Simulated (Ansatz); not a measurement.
C₃H₁₀GaN, SMILES `CC(C)[NH][GaH2]`. The species carries charge 0 and has multiplicity 1. The geometry is a stationary point of PBE0-D4/def2-TZVP. It is one conformer, not always the lowest.

```xyz
15

C    -0.402   -0.938   -1.016
C    -0.412    0.433   -0.372
C    -1.605    0.587    0.562
N     0.829    0.694    0.331
Ga    2.338   -0.287    0.591
H     0.429   -1.045   -1.717
H    -0.308   -1.722   -0.259
H    -1.332   -1.106   -1.563
H    -0.526    1.175   -1.179
H    -1.616    1.577    1.025
H    -1.558   -0.159    1.360
H    -2.548    0.460    0.022
H     0.816    1.597    0.783
H     2.488   -1.703   -0.043
H     3.407    0.435    1.475
```

What is the dipole moment at PBE/def2-TZVPP? (Estimate.)

The calculation gave: 1.34 D, with components (-1.15, 0.61, -0.29) D in this frame, pointing from negative to positive charge.

And with r2SCAN, B3LYP, ωB97M-V? (An estimate is asked.)

Ansatz gave: r2SCAN 1.28 D, B3LYP 1.17 D, ωB97M-V 1.04 D.

Give the Mulliken charges with PBE, r2SCAN, B3LYP in def2-TZVPP. (Best estimate.)

The calculation gave: 
| atom | PBE | r2SCAN | B3LYP |
| --- | --- | --- | --- |
| C1 | -0.27 | -0.17 | -0.27 |
| C2 | 0.11 | 0.21 | 0.13 |
| C3 | -0.24 | -0.14 | -0.24 |
| N4 | -0.23 | -0.33 | -0.28 |
| Ga5 | 0.06 | 0.15 | 0.13 |
| H6 | 0.09 | 0.06 | 0.09 |
| H7 | 0.08 | 0.05 | 0.08 |
| H8 | 0.08 | 0.04 | 0.08 |
| H9 | 0.05 | 0.01 | 0.05 |
| H10 | 0.07 | 0.03 | 0.07 |
| H11 | 0.07 | 0.04 | 0.07 |
| H12 | 0.07 | 0.03 | 0.07 |
| H13 | 0.13 | 0.13 | 0.12 |
| H14 | -0.04 | -0.06 | -0.05 |
| H15 | -0.04 | -0.06 | -0.05 |

B3LYP here is the variant with VWN-RPA as its local correlation; programs differ in this.
